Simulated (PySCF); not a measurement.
Compound: cyclooctatetraene, C8H8.
SMILES with atom numbers: `[CH:1]1=[CH:2]\[CH:3]=[CH:4]/[CH:5]=[CH:6]\[CH:7]=[CH:8]/1` (hydrogens: H9 on C1; H10 on C2; H11 on C3; H12 on C4; H13 on C5; H14 on C6; H15 on C7; H16 on C8)

The same species was optimised twice, with GFN2-xTB and with PBE0-D3(BJ)/def2-SVP (PySCF), and the same property calculations (PySCF, gas phase) were run on both structures.

```json
{"coordinate": "C1=C2 (Å)", "GFN2-xTB": "1.327", "PBE0-D3(BJ)/def2-SVP": "1.342", "change": "+0.015"}
{"coordinate": "C7=C8 (Å)", "GFN2-xTB": "1.327", "PBE0-D3(BJ)/def2-SVP": "1.342", "change": "+0.015"}
{"coordinate": "C5=C6 (Å)", "GFN2-xTB": "1.327", "PBE0-D3(BJ)/def2-SVP": "1.342", "change": "+0.015"}
{"coordinate": "C3=C4 (Å)", "GFN2-xTB": "1.327", "PBE0-D3(BJ)/def2-SVP": "1.342", "change": "+0.015"}
{"coordinate": "C4–C5 (Å)", "GFN2-xTB": "1.466", "PBE0-D3(BJ)/def2-SVP": "1.468", "change": "+0.002"}
{"coordinate": "C1–C8 (Å)", "GFN2-xTB": "1.466", "PBE0-D3(BJ)/def2-SVP": "1.468", "change": "+0.002"}
{"coordinate": "C6–C7 (Å)", "GFN2-xTB": "1.466", "PBE0-D3(BJ)/def2-SVP": "1.468", "change": "+0.002"}
{"coordinate": "C2–C3 (Å)", "GFN2-xTB": "1.466", "PBE0-D3(BJ)/def2-SVP": "1.468", "change": "+0.002"}
{"coordinate": "C1–C2–C3 (°)", "GFN2-xTB": "125.7", "PBE0-D3(BJ)/def2-SVP": "127.2", "change": "+1.5"}
{"coordinate": "C2–C3–C4 (°)", "GFN2-xTB": "125.8", "PBE0-D3(BJ)/def2-SVP": "127.3", "change": "+1.5"}
{"coordinate": "C5–C6–C7 (°)", "GFN2-xTB": "125.7", "PBE0-D3(BJ)/def2-SVP": "127.2", "change": "+1.5"}
{"coordinate": "C1–C8–C7 (°)", "GFN2-xTB": "125.8", "PBE0-D3(BJ)/def2-SVP": "127.2", "change": "+1.4"}
{"coordinate": "C6–C7–C8 (°)", "GFN2-xTB": "125.8", "PBE0-D3(BJ)/def2-SVP": "127.2", "change": "+1.4"}
{"coordinate": "C2–C1–C8 (°)", "GFN2-xTB": "125.7", "PBE0-D3(BJ)/def2-SVP": "127.1", "change": "+1.4"}
{"coordinate": "C4–C5–C6 (°)", "GFN2-xTB": "125.7", "PBE0-D3(BJ)/def2-SVP": "127.1", "change": "+1.4"}
{"coordinate": "C3–C4–C5 (°)", "GFN2-xTB": "125.8", "PBE0-D3(BJ)/def2-SVP": "127.1", "change": "+1.3"}
```

Rotational constants: A = 2765, B = 2762, C = 1597 MHz (GFN2-xTB) against A = 2702, B = 2697, C = 1523 MHz (PBE0-D3(BJ)/def2-SVP). Point groups within 0.08 Å: D2d and D2d.

On the GFN2-xTB structure: HOMO (eV) -6.37 [PBE0/pcSseg-1]; LUMO (eV) -1.08 [PBE0/pcSseg-1]; GIAO shielding of C1 (×8) (mean) (ppm) 45.6 [PBE0/pcSseg-1].

Problem. What do these properties become on the PBE0-D3(BJ)/def2-SVP structure?

Solution. 
| property | level | on GFN2-xTB | on PBE0-D3(BJ)/def2-SVP | change |
| --- | --- | --- | --- | --- |
| HOMO (eV) | PBE0/pcSseg-1 | -6.37 | -6.17 | +0.20 |
| LUMO (eV) | PBE0/pcSseg-1 | -1.08 | -1.45 | -0.37 |
| energy, GFN2-xTB geometry as zero (kcal/mol) | PBE0/pcSseg-1 | 0.0 | -0.9 | -0.9 |
| GIAO shielding of C1 (×8) (mean) (ppm) | PBE0/pcSseg-1 | 45.6 | 41.5 | -4.1 |

The heavy atoms differ by 0.050 Å rms after alignment. Among bonds between heavy atoms C1=C2, C3=C4, C5=C6 and C7=C8 change most and about equally (+0.015 Å). Changes are differences of the printed values. Neither structure is proved a minimum here.
